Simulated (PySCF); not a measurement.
## How methods differ on the excitation energy of Cd⁺

Cd⁺ [Kr] 4d10 5s1 (2S) → Cd⁺ [Kr] 4d9 5s2 (2D), as a difference of total energies. All numbers are calculated (PySCF 2.14, the spin-free X2C one-electron Hamiltonian (Gaussian nucleus), in x2c-TZVPPall (8s6p6d2f1g, 79 functions)). Correlated levels: valence and next inner shell: [Ar] 3d10 frozen. The calculations carry no spin-orbit coupling.

```json
{"method": "UHF", "excitation energy (cm⁻¹)": "71720", "error (cm⁻¹)": "+207"}
{"method": "MP2 (valence and next inner shell)", "excitation energy (cm⁻¹)": "73058", "error (cm⁻¹)": "+1545"}
{"method": "SCS-MP2 (valence and next inner shell)", "excitation energy (cm⁻¹)": "71573", "error (cm⁻¹)": "+60"}
{"method": "CCSD (valence and next inner shell)", "excitation energy (cm⁻¹)": "71137", "error (cm⁻¹)": "-376"}
{"method": "CCSD(T) (valence and next inner shell)", "excitation energy (cm⁻¹)": "70760", "error (cm⁻¹)": "-753"}
```

Reference: 71513 cm⁻¹ (measured; NIST levels, between the centres of gravity of the two terms).

Errors of the correlated levels include the incompleteness of this basis and the frozen core.
